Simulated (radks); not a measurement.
All-electron atom: the platinum ion Pt3+ in [Kr] 4d10 4f14 5s1.5 5p6 5d7.5 (fractional occupations, a model configuration). All-electron calculation, scalar-relativistic Kohn-Sham, PBEsol, spin-polarised, spherical densities, point nucleus; open shells are filled with parallel spins first (spin-orbit coupling, left out, can overturn this in heavy ions). Program: a radial shooting solver on a logarithmic mesh with Libxc functionals.

Radial electron density D(r) = 4 pi r^2 rho(r):

r (bohr),D(r) (e/bohr),spin D(r)
0.002841,40.83,0.0123
0.003281,48.26,0.0143
0.00382,56.91,0.0165
0.004412,65.69,0.0185
0.005136,75.27,0.0204
0.005931,84.21,0.0218
0.006905,92.93,0.0224
0.007975,99.87,0.0219
0.009284,105.1,0.0201
0.01081,107.7,0.0168
0.01248,107.4,0.0123
0.01453,104.7,0.00700
0.01678,100.7,0.00243
0.01954,96.89,-0.0000638
0.02256,95.59,0.00182
0.02627,98.70,0.0103
0.03033,106.8,0.0253
0.03531,119.6,0.0474
0.04111,133.6,0.0725
0.04748,143.3,0.0947
0.05527,145.4,0.114
0.06383,138.6,0.130
0.07431,125.8,0.155
0.08582,115.5,0.194
0.09991,113.7,0.249
0.1154,121.6,0.288
0.1343,132.4,0.268
0.1564,133.6,0.162
0.1806,119.8,0.0297
0.2102,95.63,-0.0182
0.2428,77.32,0.122
0.2827,73.24,0.419
0.3264,80.66,0.639
0.38,86.85,0.591
0.4389,81.26,0.303
0.5109,64.09,0.0450
0.5948,44.49,0.178
0.6869,31.02,0.745
0.7997,23.67,1.58
0.9236,20.36,2.27
1.075,17.37,2.61
1.242,13.79,2.52
1.446,9.661,2.09
1.669,6.194,1.52
1.944,3.461,0.942
2.263,1.704,0.489
2.613,0.7589,0.219
3.042,0.2716,0.0755
3.513,0.08399,0.0219
4.09,0.01875,0.00440
4.723,0.003366,0.000688
5.499,0.0003818,0.0000632

D(r) has 4 maxima, at r = 0.0114, 0.0531, 0.147, 0.383 bohr, and minima at 0.0222, 0.0945, 0.272 bohr, inside which lie 1.89, 10.99, 29.99 electrons.
